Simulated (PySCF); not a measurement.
Job file and geometry (Å, from GFN2-xTB) of an NMR shielding run on `C[SiH2][C@H](C)[SiH2]CC(F)(F)F`, C₅H₁₃F₃Si₂, GIAO PBE0/pcSseg-1 NMR shielding, non-relativistic, gas phase (PySCF); density fitting, a coarse starting grid and PySCF grid level 2 are the driver's defaults:

```
$ OMP_NUM_THREADS=1 python probes_run.py task.json out

{"job": {"kind": "nmr", "xc": "PBE0", "basis": "pcSseg-1"}, "charge": 0, "multiplicity": 1}
C     -1.442982    -1.992446     0.478261
Si    -2.001177    -0.186296     0.333210
C     -0.518843     1.027024     0.223490
C     -1.039215     2.466699     0.222477
Si     0.634069     0.774384    -1.263590
C      1.660436    -0.839936    -1.151325
C      2.509307    -0.872459     0.073829
F      3.360987    -1.918510     0.104555
F      3.275434     0.225017     0.209885
F      1.791708    -0.962169     1.209601
H     -1.108810    -2.388607    -0.476108
H     -0.633549    -2.107806     1.192441
H     -2.265538    -2.616481     0.812695
H     -2.837160    -0.018963    -0.865742
H     -2.791355     0.178801     1.519194
H      0.069992     0.895904     1.136740
H     -1.663463     2.652467     1.093785
H     -1.637119     2.656988    -0.665372
H     -0.220048     3.182906     0.234725
H      1.604703     1.868988    -1.383751
H     -0.113912     0.638940    -2.520773
H      1.033932    -1.727307    -1.141731
H      2.327850    -0.910155    -2.007301
```

Problem. Write the output of this run.

Solution. 
```
coarse grid: 20000 points
cycle   1  E = -1075.8244138962  dE =  9.426e-01  |g| = 9.596e-01  |ddm| = 4.114e+00
cycle   2  E = -1075.6996101299  dE =  1.248e-01  |g| = 1.334e+00  |ddm| = 1.231e+00
cycle   3  E = -1075.9934883318  dE = -2.939e-01  |g| = 9.030e-02  |ddm| = 7.201e-01
cycle   4  E = -1075.9948295711  dE = -1.341e-03  |g| = 4.109e-02  |ddm| = 8.739e-02
cycle   5  E = -1075.9952027270  dE = -3.732e-04  |g| = 4.562e-03  |ddm| = 3.432e-02
cycle   6  E = -1075.9952074722  dE = -4.745e-06  |g| = 1.369e-03  |ddm| = 6.720e-03
final grid: 184544 points
cycle   7  E = -1076.0735483258  dE = -6.213e-05  |g| = 1.014e-02  |ddm| = 2.978e-02
cycle   8  E = -1076.0735339723  dE =  1.435e-05  |g| = 1.322e-02  |ddm| = 1.804e-02
cycle   9  E = -1076.0735720405  dE = -3.807e-05  |g| = 8.981e-04  |ddm| = 9.949e-03
cycle  10  E = -1076.0735721665  dE = -1.260e-07  |g| = 3.140e-04  |ddm| = 7.551e-04
cycle  11  E = -1076.0735721852  dE = -1.874e-08  |g| = 5.277e-05  |ddm| = 2.266e-04
cycle  12  E = -1076.0735721857  dE = -5.018e-10  |g| = 1.804e-05  |ddm| = 5.698e-05
converged SCF energy = -1076.0735721857

GIAO shielding tensors (ppm)
atom      isotropic    diamagn.    paramagn.     s11        s22        s33       span
  0 C      192.601     255.342     -62.741    188.546    189.744    199.513     10.967
  1 Si     380.548     881.929    -501.380    337.732    369.042    434.872     97.139
  2 C      184.644     257.876     -73.232    175.605    180.184    198.141     22.536
  3 C      172.703     245.578     -72.875    159.433    168.416    190.262     30.829
  4 Si     385.888     882.716    -496.828    344.509    371.047    442.108     97.598
  5 C      164.535     258.333     -93.798    150.288    158.152    185.164     34.876
  6 C       49.343     243.123    -193.780     40.229     48.693     59.108     18.879
  7 F      233.481     469.593    -236.112    141.036    221.312    338.095    197.059
  8 F      246.343     475.475    -229.132    152.899    252.630    333.499    180.600
  9 F      244.838     481.141    -236.303    158.822    246.385    329.306    170.484
 10 H       31.658      33.326      -1.668     27.244     30.529     37.202      9.958
 11 H       31.300      33.891      -2.591     26.187     30.537     37.175     10.988
 12 H       31.519      28.966       2.552     26.285     27.827     40.445     14.160
 13 H       27.593      30.608      -3.015     24.428     25.947     32.405      7.977
 14 H       27.418      30.473      -3.054     23.438     25.921     32.896      9.457
 15 H       30.959      36.186      -5.226     25.971     29.918     36.990     11.019
 16 H       30.297      29.246       1.051     24.896     28.054     37.941     13.045
 17 H       30.840      29.594       1.246     26.631     28.397     37.493     10.863
 18 H       30.307      29.479       0.828     24.617     28.476     37.828     13.210
 19 H       27.313      30.812      -3.499     23.227     26.365     32.347      9.120
 20 H       27.646      31.165      -3.519     24.366     25.941     32.631      8.265
 21 H       30.081      34.567      -4.486     26.644     28.931     34.669      8.025
 22 H       30.128      29.282       0.846     25.520     28.468     36.396     10.875
```

Problem. Turn these shieldings into chemical shifts. Shifts are taken against calculated references (same method and geometry level): ¹³C (σ = 186.93 ppm), ²⁹Si (σ = 349.16 ppm), ¹H (σ = 31.72 ppm) vs TMS; ¹⁹F (σ = 170.95 ppm) against CFCl3.

Solution. Averaging equivalent atoms: C 6: 137.6; C 5: 22.4; C 3: 14.2; C 2: 2.3; C 0: -5.7; Si 1: -31.4; Si 4: -36.7; F 7/8/9: -70.6; H 19: 4.40; H 14: 4.30; H 13: 4.12; H 20: 4.07; H 21: 1.64; H 22: 1.59; H 16/17/18: 1.24; H 15: 0.76; H 10/11/12: 0.22 ppm. Unscaled 19F shifts against computed CFCl3 carry errors that often reach 10 to 50 ppm.

Size and cost of the density-fitted run: 249 basis functions, 120 s wall time on 1 thread of an Arm Neoverse N1, shared host; peak memory 1.1 GiB.
